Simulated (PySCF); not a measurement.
## ZrH₃⁺ + 3 Cl₂ → ZrCl₃⁺ + 3 HCl

Level: PBE0 in the def2-TZVP basis family, computed in PySCF with density fitting; scalar-relativistic core potentials for atoms from Rb on, none lighter, no spin–orbit coupling; open shells unrestricted.

```tsv
species	state and structure	E (Eh)	ZPE (kJ/mol)	H(298 K) − H(0) (kJ/mol)	S° (J/(mol K))
ZrH₃⁺	singlet, C3v, Zr–H 1.788 Å (×3); H–Zr–H 105.8° (×3)	-48.44312	41.8	11.8	236.8
Cl₂	singlet, D∞h, Cl–Cl 1.982 Å	-920.08940	3.5	9.1	222.5
ZrCl₃⁺	singlet, C3v, Zr–Cl 2.253 Å (×3); Cl–Zr–Cl 109.0° (×3)	-1427.15835	10.4	17.5	336.8
HCl	singlet, C∞v, H–Cl 1.279 Å	-460.66440	17.9	8.7	186.6
```

Q: What is the electronic reaction energy?

A: At PBE0/def2-TZVP, ΔE = -1155.8 kJ/mol from the differences of the total energies times 2625.5, downhill. 

Q: Add zero-point, thermal and entropy terms for 298.15 K and 1 bar.

A: ΔZPE = 11.8 and Δ[H(298) − H(0)] = 4.5 kJ/mol give ΔH° = -1139.5 kJ/mol. ΔS° = -7.7 J/(mol K), so ΔG° = -1139.5 − 298.15 × (-0.0077) = -1137 kJ/mol.

The structures come from searches over a few start shapes, so lower isomers are not excluded.
